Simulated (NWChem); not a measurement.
All runs are NWChem calculations. System: C3H3F5, charge 0, spin multiplicity 1, displaced from the optimised geometry.

Job file:

```
start mol
memory heap 200 mb stack 900 mb global 1100 mb
geometry units angstroms nocenter noautoz noautosym
  F      2.564079    -0.842319    -0.144337
  C      1.455529    -0.078141     0.218861
  F      1.629254     1.206796    -0.286222
  C      0.182207    -0.729597    -0.384627
  C     -1.143365    -0.048509     0.036564
  F     -1.246090     1.236669    -0.442550
  F     -2.226494    -0.760982    -0.434654
  F     -1.252193     0.011921     1.417333
  H      1.417651    -0.012794     1.352773
  H      0.262410    -0.710516    -1.511482
  H      0.136693    -1.807976    -0.052202
end
basis spherical
  * library def2-svp
end
dft
  xc becke88 lyp
  semidirect memsize 60000000 filesize 0
  iterations 100
  convergence nodiis damp 40
end
task dft gradient
```

The output up to the point where the run's verdict is printed (cleaned and shortened):

```
             Northwest Computational Chemistry Package (NWChem) 7.3.0
             --------------------------------------------------------

                                NWChem Input Module
                                -------------------

 Scaling coordinates for geometry "geometry" by  1.889725989
 (inverse scale =  0.529177249)

                             Geometry "geometry" -> ""
                             -------------------------

 Output coordinates in angstroms (scale by  1.889725989 to convert to a.u.)

  No.       Tag          Charge          X              Y              Z
 ---- ---------------- ---------- -------------- -------------- --------------
    1 F                    9.0000     2.56407900    -0.84231900    -0.14433700
    2 C                    6.0000     1.45552900    -0.07814100     0.21886100
    3 F                    9.0000     1.62925400     1.20679600    -0.28622200
    4 C                    6.0000     0.18220700    -0.72959700    -0.38462700
    5 C                    6.0000    -1.14336500    -0.04850900     0.03656400
    6 F                    9.0000    -1.24609000     1.23666900    -0.44255000
    7 F                    9.0000    -2.22649400    -0.76098200    -0.43465400
    8 F                    9.0000    -1.25219300     0.01192100     1.41733300
    9 H                    1.0000     1.41765100    -0.01279400     1.35277300
   10 H                    1.0000     0.26241000    -0.71051600    -1.51148200
   11 H                    1.0000     0.13669300    -1.80797600    -0.05220200

 Effective nuclear repulsion energy (a.u.)     423.0802720090

            Nuclear Dipole moment (a.u.)
            ----------------------------
        X                 Y               Z
 ---------------- ---------------- ----------------
    -0.0000302356    -0.0000056692     0.0000132281


 Summary of "ao basis" -> "" (spherical)
 ------------------------------------------------------------------------------
       Tag                 Description            Shells   Functions and Types
 ---------------- ------------------------------  ------  ---------------------
[...]
 d= 0,ls=0.0         52   -323.9215290976 -1.07D+02  2.98D-01              82.6
 d= 0,ls=0.0         53   -217.1503266596  1.07D+02  2.98D-01              84.1
 d= 0,ls=0.0         54   -323.9215290976 -1.07D+02  2.98D-01              85.7
 d= 0,ls=0.0         55   -217.1503266596  1.07D+02  2.98D-01              87.3
 d= 0,ls=0.0         56   -323.9215290976 -1.07D+02  2.98D-01              88.9
 d= 0,ls=0.0         57   -217.1503266596  1.07D+02  2.98D-01              90.5
 d= 0,ls=0.0         58   -323.9215290976 -1.07D+02  2.98D-01              92.2
 d= 0,ls=0.0         59   -217.1503266596  1.07D+02  2.98D-01              93.7
 d= 0,ls=0.0         60   -323.9215290976 -1.07D+02  2.98D-01              95.1
 d= 0,ls=0.0         61   -217.1503266596  1.07D+02  2.98D-01              96.7
 d= 0,ls=0.0         62   -323.9215290976 -1.07D+02  2.98D-01              98.3
 d= 0,ls=0.0         63   -217.1503266596  1.07D+02  2.98D-01              99.8
 d= 0,ls=0.0         64   -323.9215290976 -1.07D+02  2.98D-01             101.3
 d= 0,ls=0.0         65   -217.1503266596  1.07D+02  2.98D-01             102.8
 d= 0,ls=0.0         66   -323.9215290976 -1.07D+02  2.98D-01             104.3
 d= 0,ls=0.0         67   -217.1503266596  1.07D+02  2.98D-01             105.6
 d= 0,ls=0.0         68   -323.9215290976 -1.07D+02  2.98D-01             107.0
 d= 0,ls=0.0         69   -217.1503266596  1.07D+02  2.98D-01             108.5
 d= 0,ls=0.0         70   -323.9215290976 -1.07D+02  2.98D-01             110.0
 d= 0,ls=0.0         71   -217.1503266596  1.07D+02  2.98D-01             111.5
 d= 0,ls=0.0         72   -323.9215290976 -1.07D+02  2.98D-01             113.0
 d= 0,ls=0.0         73   -217.1503266596  1.07D+02  2.98D-01             114.5
 d= 0,ls=0.0         74   -323.9215290976 -1.07D+02  2.98D-01             115.9
 d= 0,ls=0.0         75   -217.1503266596  1.07D+02  2.98D-01             117.3
 d= 0,ls=0.0         76   -323.9215290976 -1.07D+02  2.98D-01             118.6
 d= 0,ls=0.0         77   -217.1503266596  1.07D+02  2.98D-01             120.1
 d= 0,ls=0.0         78   -323.9215290976 -1.07D+02  2.98D-01             121.6
 d= 0,ls=0.0         79   -217.1503266596  1.07D+02  2.98D-01             123.1
 d= 0,ls=0.0         80   -323.9215290976 -1.07D+02  2.98D-01             124.5
 d= 0,ls=0.0         81   -217.1503266596  1.07D+02  2.98D-01             126.0
 d= 0,ls=0.0         82   -323.9215290976 -1.07D+02  2.98D-01             127.5
 d= 0,ls=0.0         83   -217.1503266596  1.07D+02  2.98D-01             128.9
 d= 0,ls=0.0         84   -323.9215290976 -1.07D+02  2.98D-01             130.3
 d= 0,ls=0.0         85   -217.1503266596  1.07D+02  2.98D-01             131.5
 d= 0,ls=0.0         86   -323.9215290976 -1.07D+02  2.98D-01             132.8
 d= 0,ls=0.0         87   -217.1503266596  1.07D+02  2.98D-01             134.1
 d= 0,ls=0.0         88   -323.9215290976 -1.07D+02  2.98D-01             135.5
 d= 0,ls=0.0         89   -217.1503266596  1.07D+02  2.98D-01             136.9
 d= 0,ls=0.0         90   -323.9215290976 -1.07D+02  2.98D-01             137.8
 d= 0,ls=0.0         91   -217.1503266596  1.07D+02  2.98D-01             138.8
 d= 0,ls=0.0         92   -323.9215290976 -1.07D+02  2.98D-01             139.7
 d= 0,ls=0.0         93   -217.1503266596  1.07D+02  2.98D-01             140.7
 d= 0,ls=0.0         94   -323.9215290976 -1.07D+02  2.98D-01             142.0
 d= 0,ls=0.0         95   -217.1503266596  1.07D+02  2.98D-01             143.3
 d= 0,ls=0.0         96   -323.9215290976 -1.07D+02  2.98D-01             144.7
 d= 0,ls=0.0         97   -217.1503266596  1.07D+02  2.98D-01             146.1
 d= 0,ls=0.0         98   -323.9215290976 -1.07D+02  2.98D-01             147.4
 d= 0,ls=0.0         99   -217.1503266596  1.07D+02  2.98D-01             148.7
 d= 0,ls=0.0        100   -323.9215290976 -1.07D+02  2.98D-01             150.0
```

The run did not converge; its last values are not results. The next line reads: Calculation failed to converge. NWChem stopped with the message: dft gradient failed.
